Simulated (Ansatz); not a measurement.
Relaxation of BH$_{6}$NO$_{3}$ (11 atoms, charge 0, multiplicity 1), to a largest force component of 0.03 eV/Å in at most 50 steps.

Method: Ansatz, RKS BLYP/6-31G*.

```xyz
11
Properties=species:S:1:pos:R:3
B -0.301 0.098 -0.840
O 1.052 0.494 -1.160
O -0.661 -1.229 -0.959
O -1.227 1.066 -0.510
H 1.269 0.043 1.057
N 0.658 -0.222 1.836
H 1.113 1.471 -1.130
H 0.096 -1.760 -1.281
H -2.116 0.670 -0.400
H -0.098 0.474 1.838
H 0.215 -1.104 1.550
```

Task: Where does it end, and by what steps?

Result: The run converged. After 4 steps the energy has fallen by 0.117 eV; H5 moved furthest, 0.30 Å.

| step | energy less start (eV) | largest force component (eV/Å) | accepted |
| --- | --- | --- | --- |
| 0 | 0.0000 | 1.532 | yes |
| 1 | -0.0954 | 1.011 | yes |
| 2 | -0.0909 | 0.716 | no |
| 3 | -0.1140 | 0.280 | yes |
| 4 | -0.1166 | 0.017 | yes |

```xyz
11
Properties=species:S:1:pos:R:3
B -0.323 0.123 -0.987
O 0.972 0.506 -1.296
O -0.689 -1.210 -1.066
O -1.254 1.076 -0.609
H 1.385 0.007 1.331
N 0.694 -0.254 2.049
H 1.067 1.477 -1.228
H 0.062 -1.752 -1.383
H -2.129 0.663 -0.467
H -0.035 0.470 1.979
H 0.249 -1.105 1.678
```

Whether the end is a true minimum wasn't checked by a vibrational analysis.

Run time: 7.2 s on 2 threads of Intel(R) Xeon(R) Platinum 8488C (Sapphire Rapids), on a shared host, peak memory 0.15 GiB.
